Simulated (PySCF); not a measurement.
C₅H₁₀FNSi.
Z-matrix (Å and degrees, GFN2-xTB geometry), rows numbered from 1:
```
N 
Si  1  1.7160
C   2  1.9149  1  104.75
C   3  1.5369  2  113.68  1   177.80
C   4  1.5408  3  105.67  2    98.50
C   5  1.5002  4  103.68  3    20.42
C   6  1.3215  5  109.63  4   -12.35
F   7  1.3508  3  119.59  2    70.15
H   1  1.0081  2  119.32  3    40.19
H   1  1.0063  2  119.80  3  -178.74
H   2  1.4630  1  106.91  3   116.31
H   2  1.4718  1  117.05  3  -119.70
H   3  1.0919  2  108.42  1    53.01
H   4  1.0919  3  109.76  2  -143.58
H   4  1.0888  3  112.41  2   -23.66
H   5  1.0942  4  111.30  3   -97.76
H   5  1.0913  4  112.21  3   141.70
H   6  1.0742  5  123.25  4   169.08
```

Definitions: NICS(0) = −σiso at the ring centroid; NICS(1) = −σiso and NICS(1)zz = −σzz at ±1 Å along the ring normal z. Level: GIAO PBE0/pcSseg-1 (PySCF, non-relativistic, gas phase) on the GFN2-xTB geometry, one conformer.

Ring bond lengths (Å), with Mayer bond orders in brackets: C3–C4 1.537 (1.00), C4–C5 1.541 (1.02), C5–C6 1.500 (1.02), C6–C7 1.321 (1.83), C7–C3 1.486 (1.04).

Question: What do the NICS probes read (ppm)?

Answer: 
```
          ring                                                    type  NICS(0)  NICS(1), two faces  NICS(1)zz, two faces  rms pucker (Å)  centre to ring atoms, mean (Å)
C3–C4–C5–C6–C7  5-membered carbocycle; formal bonds 1 double, 4 single     -4.8         -2.7 / -2.4           -1.7 / -0.7            0.10                            1.25
```

Question: What can be read from them?

Answer: 
- C3–C4–C5–C6–C7: mean NICS(1)zz -1.2 ppm, near zero. C3, C4, C5 have four or more neighbours, so the value isn't read as a sign of a π ring current.

Question: At the second NICS(1) probe listed for ring C3–C4–C5–C6–C7, 1 Å off the ring, what do the in-plane components average?

Answer: The isotropic value is a third of the trace: (3 × -2.4 − (-0.7))/2 = -3.2 ppm.
